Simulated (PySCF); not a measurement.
CH7FOSi2, SMILES C[SiH2]O[SiH2]F. Heavy atoms are numbered as in [SiH2:1]([F:2])[O:3][SiH2:4][CH3:5]. Hydrogens are named by the atom that carries them.

Coordinates come from a ωB97X-D3(BJ)/def2-SVP optimisation. The structure was generated by enumeration, and PubChem lists no compound with its InChIKey, so it may never have been made. One conformer was computed; it need not be the lowest.

All values below come from HF/pcSseg-1 run with PySCF.

GIAO shieldings, no solvent; atoms alike by connectivity are averaged. δ = σ(ref) − σ: ²⁹Si against TMS (σ = 393.8 ppm); ¹⁹F against CFCl3 (σ = 238.5 ppm); ¹⁷O against H2O (σ = 333.0 ppm); ¹³C against TMS (σ = 192.6 ppm); ¹H against TMS (σ = 31.99 ppm), references at their B3LYP-D3(BJ)/def2-TZVP geometries, non-relativistic.

| atoms | nucleus | count | δ (ppm) |
|---|---|---|---|
| Si4 (SiH2) | ²⁹Si | 1 | -17.0 |
| Si1 (SiH2) | ²⁹Si | 1 | -35.6 |
| F2 | ¹⁹F | 1 | -135.3 |
| O3 | ¹⁷O | 1 | [?] |
| C5 (CH3) | ¹³C | 1 | [?] |
| H on Si4 | ¹H | 2 | 4.81 |
| H on Si1 | ¹H | 2 | [?] |
| H on C5 | ¹H | 3 | [?] |

Fill in the missing entries. (Estimate from the structure and the level; the computed values follow.)


- H on C5, δ (ppm): 0.82
- O3, δ (ppm): 34.8
- C5 (CH3), δ (ppm): 1.5
- H on Si1, δ (ppm): 4.65
